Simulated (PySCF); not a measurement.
## Gas-phase thermal properties of SbH3

Energies from PySCF (xtb for GFN2), thermal terms from the rigid-rotor harmonic-oscillator model, ideal gas at 1 bar. All species are closed-shell singlets. Sb: scalar-relativistic def2 core potential, no spin-orbit coupling. The harmonic model lacks anharmonicity and excited electronic states, which grow with temperature; levels with a mode under 35 cm⁻¹ are left out.

```csv
level,point group,σ,ZPE (kJ/mol),S°298 (J/mol/K),Cp298 (J/mol/K),S°1000 (J/mol/K),H1000 − H298 (kJ/mol)
GFN2-xTB,C3v,3,44.4,232.4,41.3,300.8,41.8
PBE/def2-SVP,C3v,3,48.2,233.4,41.6,300.2,40.8
PBE0/def2-TZVP,C3v,3,50.3,232.7,40.9,298.5,40.1
```
σ: rotational symmetry number. Electronic degeneracy used: 1. Frequencies are unscaled.
